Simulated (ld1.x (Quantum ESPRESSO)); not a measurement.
## Sc, ultrasoft: configuration errors across variants

| Quantity | Value |
| --- | --- |
| Element | Sc |
| Generator | ld1.x (Quantum ESPRESSO) 7.5 |
| Type | ultrasoft |
| Functional | LDA (PZ) |
| Relativity | scalar-relativistic |
| Frozen core | [Ar] |
| Valence charge | 3 |
| Reference configuration | 3d1 4s2 4p0 |
| Partial waves | 4s (bound): rcut 3.10, rcutus 3.30 bohr; 4s channel at 0.4 Ry: rcut 3.10, rcutus 3.30 bohr; 4p (bound, empty): rcut 3.05, rcutus 3.80 bohr; 4p channel at 0.95 Ry: rcut 3.05, rcutus 3.80 bohr; 3d (bound): rcut 2.50, rcutus 2.90 bohr; 3d channel at 0.15 Ry: rcut 2.50, rcutus 2.90 bohr |
| Local potential | all-electron potential smoothed inside 2.60 bohr (lloc = -2) |
| Core correction | a·sin(br)/r model core inside 2.70 bohr |
| Augmentation charge | PSQ, inside the norm-conserving radii |

All-electron excitation energies from the reference (eV): (1) 3d1 4s1 4p0 7.067; (2) 3d1 4s0 4p0 20.028; (3) 3d1 4s1.5 4p0 2.824; (4) 3d1 4s1 4p1 2.841; (5) 3d1.5 4s1.5 4p0 0.649; (6) 3d1 4s0 4p1 10.570; (7) 3d1 4s2 4p0 spin -0.151; (8) 3d1 4s1 4p0 spin 6.520.

Spin tests fill each open shell by Hund’s rule, majority spin first.

Tests that are not counted but printed errors over 1 eV. “base”: 3d2 4s1 4p0 (solver errors, printed error -36.8 eV). “local potential all-electron potential smoothed inside 2.90 bohr (lloc = -1)”: 3d2 4s1 4p0 (solver errors, printed error -36.7 eV). “augmentation PSQ, radius 2.30 bohr”: 3d2 4s1 4p0 (solver errors, printed error -34.1 eV). “waves 4p (bound): rcut 2.40, rcutus 2.54 bohr; 4p channel at 0.95 Ry: rcut 2.40, rcutus 2.54 bohr”: 3d2 4s1 4p0 (solver errors, printed error -36.8 eV); 3d1 4s1 4p1 (solver errors, printed error -23.1 eV); 1 more.

A true bound ghost makes a file unfit for plane-wave use even where its test errors are small: the radial tests pick states by their node count and pass the ghost by. Where a test does run into it, the solver fails or the error is huge.

Errors AE − PS in meV (a dash: test not solved or not reliable):

| change | (1) | (2) | (3) | (4) | (5) | (6) | (7) | (8) | bound ghosts |
| --- | --- | --- | --- | --- | --- | --- | --- | --- | --- |
| base | -1.6 | -2.3 | -0.5 | +0.4 | +0.6 | +3.1 | +373 | +509 | none |
| local potential all-electron potential smoothed inside 2.90 bohr (lloc = -1) | -1.6 | -2.3 | -0.5 | +0.4 | +0.5 | +3.1 | +373 | +509 | none |
| augmentation PSQ, radius 2.30 bohr | +0.9 | +5.9 | 0.0 | +1.9 | +19 | +10 | +369 | +542 | none |
| core correction a·sin(br)/r model core inside 1.28 bohr | -6.4 | -51 | -1.3 | -3.4 | – | – | – | – | none |
| type RRKJ; waves now 4p (bound): rc 3.80 bohr; 3d (bound): rc 2.90 bohr; 4s (bound): rc 3.30 bohr; local potential the s channel; rho0 0.001 | -0.1 | -27 | +0.2 | -4.9 | +51 | -23 | +300 | +445 | none |
| waves 4p (bound): rcut 2.40, rcutus 2.54 bohr; 4p channel at 0.95 Ry: rcut 2.40, rcutus 2.54 bohr | -1.6 | -2.3 | -0.5 | – | +0.6 | – | +373 | +509 | p |
| local potential all-electron potential smoothed inside 4.40 bohr (lloc = -2) | -0.9 | -2.8 | -0.4 | +1.2 | – | – | – | – | none |
| waves 3d (bound): rcut 2.36, rcutus 2.50 bohr; 3d channel at 0.15 Ry: rcut 2.36, rcutus 2.50 bohr | -1.7 | -4.0 | -0.5 | +0.3 | – | – | – | – | none |

(1) Give the same row for: all radii but the core radius scaled by about 1.14 (s 3.74, p 4.32, d 3.30 bohr, rcut 3.52/3.46/2.84); local potential all-electron potential smoothed inside 2.96 bohr (lloc = -2).

Results:

(1) -3.5, -12, -0.9, -1.4, –, –, –, –; bound ghosts: none.
